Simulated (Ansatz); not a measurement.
Two isomers of C2H7NSi: A = `N=CC[SiH3]`, B = `C=N[SiH2]C`.

Isolated molecules relaxed with PBE0-D4/def2-TZVP in Ansatz; ΔE leaves out vibrations. CCSD(T)/CBS is the MP2 limit (def2-TZVPP, def2-QZVPP) plus CCSD(T) − MP2 in def2-TZVPP, frozen cores. DFT in def2-TZVPP. B3LYP here is the variant with VWN-RPA as its local correlation; programs differ in this. One conformer a species, not always the lowest.

Which isomer does CCSD(T)/CBS put lower? Give the gap. (Estimate.)

Ansatz gave: B, by 14.8 kcal/mol.

Give E(B) − E(A) in kcal/mol with HF/def2-TZVPP, B2PLYP, B3LYP, MP2/def2-TZVPP, LDA (SPW92), CCSD(T)/def2-TZVPP, PBE-D4. (Estimate.)

Computed: HF/def2-TZVPP -16.6, B2PLYP -15.4, B3LYP -15.2, MP2/def2-TZVPP -15.2, LDA (SPW92) -11.9, CCSD(T)/def2-TZVPP -14.4, PBE-D4 -12.9. None reverses the order clearly.

Does the order hold for the free energy at 298.15 K (harmonic terms from PBE0-D4)? (Estimate.)

Computed: Yes: G(B) − G(A) = -14.7 kcal/mol, for one conformer each.

Largest T1 diagnostic: 0.012.

Leaving LDA and LC-ωPBE aside and taking each functional with its dispersion term where it has one, the values, not all of them listed here, spread over 3.1 kcal/mol, from BHLYP-D4 to revPBE-D4. LDA lies +1.1 kcal/mol from PBE without D4. In def2-TZVPP, CCSD(T) changes the Hartree–Fock value by +2.3 kcal/mol (the triples alone add +0.3 kcal/mol) and MP2 by +1.5 kcal/mol.
